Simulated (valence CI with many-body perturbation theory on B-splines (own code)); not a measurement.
E1 line list for Rb V

Computed by valence CI with perturbative core correlation (CI+MBPT): five valence electrons over a frozen Dirac-Fock core [Ar] 3d10, a basis of 9 s, 9 p, 8 d, 6 f, 3 g, 1 h functions for each j, with the one-electron correlation potential Σ1, the two-electron term Σ2, the three-electron term Σ3, Breit, model QED; selected CI, second order for the rest, scaled by the run's own slope (own B-spline code, finite nucleus).

Set against measurement, 16 paired levels are off by 134 cm⁻¹ on average, the worst by 237. These come from a selection out of Sansonetti, J. Phys. Chem. Ref. Data 35, 301 (2006). Levels without a partner in it may be off by more. Among the levels kept, up to 1200 cm⁻¹ of a level comes from second order outside the variational space, and about a tenth of that is noise between levels of different J, which matters for small intervals. 2 measured levels below the end of the list, from 268680 cm⁻¹ on, found no clear computed partner, and computed levels of the same name lie up to 4386 cm⁻¹ from them.

Lines 101 to 150 of 161 in falling wavelength, among levels below 287870 cm⁻¹, chosen from the strongest by gf and those to the six lowest levels. Wavelengths and rates use the calculated energies, so an error of 100 cm⁻¹ moves a line at 43.09 nm by 0.043 % and its rate by three times that or more. Electric multipoles are in the length gauge, E1 and E2 with the static RPA response of the core. Weak lines are less certain than strong ones. Lines between different terms over intervals too small for the method are left out, as are lines whose strength nearly cancels. Where a level lies close to another of its J and parity, the split of strength between their lines is uncertain. The highest levels of a list are the least certain.

Names give the largest LS component (configuration and term), which can be under half, so a name can repeat, a term be missing and a line seem to break the LS rules; names also repeat where a configuration has a term twice. Letters in brackets count levels of one name in rising energy.

```csv
λ vac (nm),λ from measured levels,Upper,Lower,A (s⁻¹),S (a.u.)
43.09,43.03,4s2 4p2 5s 4P_5/2,4s2 4p3 2P°_3/2,1.77e+07,4.20e-03
42.94,,4s2 4p2 4d 2D_5/2 [a],4s2 4p3 2D°_3/2,3.32e+09,7.78e-01
42.88,,4s2 4p2 5s 2P_1/2,4s2 4p3 2P°_3/2,3.82e+09,2.97e-01
42.68,,4s2 4p2 4d 2S_1/2,4s2 4p3 2P°_1/2,6.15e+09,4.72e-01
42.25,,4s2 4p2 5s 2P_1/2,4s2 4p3 2P°_1/2,1.12e+10,8.37e-01
42.17,,4s2 4p2 4d 2D_3/2 [b],4s2 4p3 2D°_5/2,5.68e+09,8.40e-01
42.09,,4s2 4p2 4d 2D_5/2 [b],4s2 4p3 2D°_5/2,1.86e+10,4.10e+00
42.07,,4s2 4p2 5s 2P_3/2,4s2 4p3 2P°_3/2,1.25e+10,1.83e+00
42.03,,4s2 4p2 4d 2D_5/2 [c],4s2 4p3 2P°_3/2,4.62e+10,1.02e+01
41.91,,4s2 4p2 4d 2P_3/2 [b],4s2 4p3 4S°_3/2,6.96e+07,1.01e-02
41.89,,4s2 4p2 4d 2D_3/2 [c],4s2 4p3 2P°_3/2,5.63e+09,8.16e-01
41.77,,4s2 4p2 4d 4P_5/2,4s2 4p3 4S°_3/2,4.59e+10,9.91e+00
41.75,,4s2 4p2 4d 2D_3/2 [b],4s2 4p3 2D°_3/2,3.26e+10,4.68e+00
41.66,,4s2 4p2 4d 2D_5/2 [b],4s2 4p3 2D°_3/2,2.92e+09,6.26e-01
41.45,,4s2 4p2 5s 2P_3/2,4s2 4p3 2P°_1/2,2.36e+09,3.32e-01
41.42,,4s2 4p2 4d 4P_3/2,4s2 4p3 4S°_3/2,4.60e+10,6.46e+00
41.42,,4s2 4p2 4d 2F_5/2 [b],4s2 4p3 2D°_5/2,8.15e+09,1.71e+00
41.41,,4s2 4p2 4d 2P_1/2 [b],4s2 4p3 2D°_3/2,4.90e+08,3.44e-02
41.28,,4s2 4p2 4d 2D_3/2 [c],4s2 4p3 2P°_1/2,3.96e+10,5.50e+00
41.27,,4s2 4p2 4d 4P_1/2,4s2 4p3 4S°_3/2,4.30e+10,2.98e+00
41.06,,4s2 4p2 5s 4P_1/2,4s2 4p3 2D°_3/2,2.99e+08,2.04e-02
41.04,,4s2 4p2 4d 2P_3/2 [c],4s2 4p3 2D°_5/2,1.82e+09,2.48e-01
41.04,,4s2 4p2 4d 2F_7/2 [b],4s2 4p3 2D°_5/2,5.58e+10,1.52e+01
41.00,,4s2 4p2 4d 2F_5/2 [b],4s2 4p3 2D°_3/2,4.71e+10,9.61e+00
40.77,40.76,4s2 4p2 5s 4P_3/2,4s2 4p3 2D°_5/2,3.12e+04,4.18e-06
40.77,,4s2 4p2 4d 2P_1/2 [a],4s2 4p3 4S°_3/2,6.23e+09,4.17e-01
40.66,,4s2 4p2 4d 2D_3/2 [a],4s2 4p3 4S°_3/2,2.41e+09,3.20e-01
40.64,,4s2 4p2 4d 2P_3/2 [c],4s2 4p3 2D°_3/2,2.10e+07,2.78e-03
40.40,40.39,4s2 4p2 5s 2D_5/2,4s2 4p3 2P°_3/2,3.64e+09,7.12e-01
40.37,40.36,4s2 4p2 5s 4P_3/2,4s2 4p3 2D°_3/2,3.28e+07,4.26e-03
40.28,40.25,4s2 4p2 5s 2D_3/2,4s2 4p3 2P°_3/2,9.42e+09,1.22e+00
40.10,40.06,4s2 4p2 5s 4P_5/2,4s2 4p3 2D°_5/2,2.91e+08,5.55e-02
39.92,,4s2 4p2 4d 2S_1/2,4s2 4p3 2D°_3/2,1.03e+09,6.50e-02
39.74,,4s2 4p2 4d 2D_5/2 [a],4s2 4p3 4S°_3/2,1.02e+09,1.90e-01
39.72,39.68,4s2 4p2 5s 2D_3/2,4s2 4p3 2P°_1/2,1.22e+09,1.51e-01
39.72,39.67,4s2 4p2 5s 4P_5/2,4s2 4p3 2D°_3/2,4.34e+07,8.06e-03
39.54,,4s2 4p2 5s 2P_1/2,4s2 4p3 2D°_3/2,1.51e+10,9.24e-01
39.22,,4s2 4p2 5s 2P_3/2,4s2 4p3 2D°_5/2,8.33e+09,9.92e-01
39.18,,4s2 4p2 4d 2D_5/2 [c],4s2 4p3 2D°_5/2,5.05e+08,9.00e-02
39.06,,4s2 4p2 4d 2D_3/2 [c],4s2 4p3 2D°_5/2,4.15e+08,4.88e-02
38.85,,4s2 4p2 5s 2P_3/2,4s2 4p3 2D°_3/2,7.18e+08,8.31e-02
38.81,,4s2 4p2 4d 2D_5/2 [c],4s2 4p3 2D°_3/2,2.25e+08,3.90e-02
38.71,,4s2 4p2 4d 2D_3/2 [b],4s2 4p3 4S°_3/2,3.36e+07,3.85e-03
38.70,,4s2 4p2 4d 2D_3/2 [c],4s2 4p3 2D°_3/2,2.53e+05,2.90e-05
38.64,,4s2 4p2 4d 2D_5/2 [b],4s2 4p3 4S°_3/2,1.03e+08,1.75e-02
38.43,,4s2 4p2 4d 2P_1/2 [b],4s2 4p3 4S°_3/2,1.04e+09,5.82e-02
38.12,,4s2 4p2 5s 4P_1/2,4s2 4p3 4S°_3/2,2.40e+09,1.31e-01
38.07,,4s2 4p2 4d 2F_5/2 [b],4s2 4p3 4S°_3/2,4.92e+07,8.04e-03
37.77,37.76,4s2 4p2 5s 2D_5/2,4s2 4p3 2D°_5/2,4.93e+09,7.86e-01
37.76,,4s2 4p2 4d 2P_3/2 [c],4s2 4p3 4S°_3/2,8.46e+08,8.99e-02
```
